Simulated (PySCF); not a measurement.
Adding and removing an electron: AsBr

PBE; basis As def2-TZVPPD, Br def2-TZVPPD; no relativity; PySCF 2.14. Neutral (UKS): triplet (π ↑↑), Re = 2.316 Å, ωe = 304 cm⁻¹, De = 3.11 eV, HOMO -5.54 eV, LUMO -3.95 eV.

AsBr⁺ (UKS): doublet (π ↑), Re = 2.206 Å, ωe = 370 cm⁻¹, De = 4.27 eV to As⁺ + Br. The energies at the minima are -4809.30585 hartree for AsBr and -4808.98471 for AsBr⁺.

Question: Work out the adiabatic ionisation energy, without and with harmonic zero-point energies (1 hartree = 27.2114 eV, 1 eV = 8065.5 cm⁻¹), and the change of the bond length.

Answer: At PBE: 0.32114 hartree = 8.739 eV between the minima; the zero-point term (370.0 − 304.0)/2 cm⁻¹ = +0.004 eV makes it 8.743 eV. Re changes by -11.0 pm against the neutral. The electron leaves a π orbital, and the shorter bond of the ion fits an antibonding orbital, or a change in how ionic the bond is.

AsBr⁻ (UKS): doublet (π ↑), Re = 2.461 Å, ωe = 232 cm⁻¹, De = 0.78 eV to As + Br⁻. The energies at the minima are -4809.30585 hartree for AsBr and -4809.34917 for AsBr⁻.

Question: Work out the adiabatic electron affinity, without and with harmonic zero-point energies (1 hartree = 27.2114 eV, 1 eV = 8065.5 cm⁻¹), and the change of the bond length.

Answer: At PBE: 0.04332 hartree = 1.179 eV between the minima; the zero-point term (304.0 − 232.0)/2 cm⁻¹ = +0.004 eV makes it 1.183 eV. Re changes by +14.5 pm against the neutral. The electron enters a π orbital, and the longer bond of the ion fits an antibonding orbital, or a change in how ionic the bond is.

Spin–orbit coupling is left out. For an ion De counts to the pair picked by the measured ionisation energies or electron affinities, which need not be the lowest pair at this level. The highest Kohn–Sham level is positive in this anion. Much of that is self-interaction error, but it also means that the finite basis helps to hold the extra electron. States were picked by a PBE0 search and need not be the measured ground states.
